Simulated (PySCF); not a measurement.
Cl₄Hf, singlet, at a GFN2-xTB geometry (such geometries of metal compounds can be far from the true shape) (core potentials on Hf). Base run: DF-PBE/def2-SVP run with PySCF.

Input for PySCF:
```python
from pyscf import gto, scf, dft

mol = gto.Mole()
mol.atom = '''
    Hf   -0.000000    0.000000   -0.000000
    Cl    1.780450   -0.578059   -1.237178
    Cl    0.665172    0.484183    2.087553
    Cl   -0.988261    1.799084   -0.906313
    Cl   -1.457362   -1.705207    0.055938
'''
mol.basis = 'def2-svp'
mol.ecp = {'Hf': 'def2-svp'}
mol.charge = 0
mol.spin = 0
mol.verbose = 4
mol.build()

mf = dft.RKS(mol)
mf.xc = 'pbe'
mf = mf.density_fit(auxbasis='def2-universal-jkfit')
mf.kernel()
mf.analyze()
```

Each row names what was changed in the base input (with any setting that the change needs).

```
change                                                                                                                                                                                             basis functions        E (Eh)  HOMO (eV)  HOMO-LUMO gap (eV)  dipole (D)        outcome
-------------------------------------------------------------------------------------------------------------------------------------------------------------------------------------------------  ---------------  ------------  ---------  ------------------  ----------  -------------
base                                                                                                                                                                                                           104   -1887.82235      -8.32                5.89        0.00      converged
basis = ANO-RCC-VDZP; relativity = spin-free X2C (without mol.ecp = {'Hf': 'def2-svp'}; without mf = mf.density_fit(auxbasis='def2-universal-jkfit'))                                                          140  -16926.30124      -8.39                5.59        0.00      converged
basis = x2c-SVPall; relativity = spin-free X2C; nucleus = Gaussian (with mol.nucmod = 'G'; without mol.ecp = {'Hf': 'def2-svp'}; without mf = mf.density_fit(auxbasis='def2-universal-jkfit'))                 138  -16923.42560      -8.36                5.57        0.00      converged
basis = jorge-DZP-DKH; relativity = none (without mol.ecp = {'Hf': 'def2-svp'}; without mf = mf.density_fit(auxbasis='def2-universal-jkfit'))                                                                  156  -15898.94329      -8.48                5.08        0.00      converged
basis = x2c-SVPall; relativity = spin-free X2C (without mol.ecp = {'Hf': 'def2-svp'}; without mf = mf.density_fit(auxbasis='def2-universal-jkfit'))                                                            138  -16924.96827      -8.36                5.57        0.00      converged
basis = x2c-SVPall; relativity = none (without mol.ecp = {'Hf': 'def2-svp'}; without mf = mf.density_fit(auxbasis='def2-universal-jkfit'))                                                                     138             -          -                   -           -  not converged
basis = ANO-RCC-VDZP; relativity = spin-free X2C; nucleus = Gaussian (with mol.nucmod = 'G'; without mol.ecp = {'Hf': 'def2-svp'}; without mf = mf.density_fit(auxbasis='def2-universal-jkfit'))               140  -16924.41822      -8.39                5.59        0.00      converged
basis = jorge-DZP-DKH; relativity = spin-free X2C (without mol.ecp = {'Hf': 'def2-svp'}; without mf = mf.density_fit(auxbasis='def2-universal-jkfit'))                                                         156  -16913.57387      -8.42                6.31        0.00      converged
basis = ANO-RCC-VDZP; relativity = none (without mol.ecp = {'Hf': 'def2-svp'}; without mf = mf.density_fit(auxbasis='def2-universal-jkfit'))                                                                   140             -          -                   -           -  not converged
basis = jorge-DZP-DKH; relativity = spin-free X2C; nucleus = Gaussian (with mol.nucmod = 'G'; without mol.ecp = {'Hf': 'def2-svp'}; without mf = mf.density_fit(auxbasis='def2-universal-jkfit'))              156  -16912.18211      -8.42                6.31        0.00      converged
```

Totals shift with the method and basis; they matter in differences.

Basis sets contracted for a relativistic Hamiltonian are a mismatch without it, so the rows without relativity aren't non-relativistic limits. No row has spin-orbit coupling; sets with core potentials leave out the core electrons.
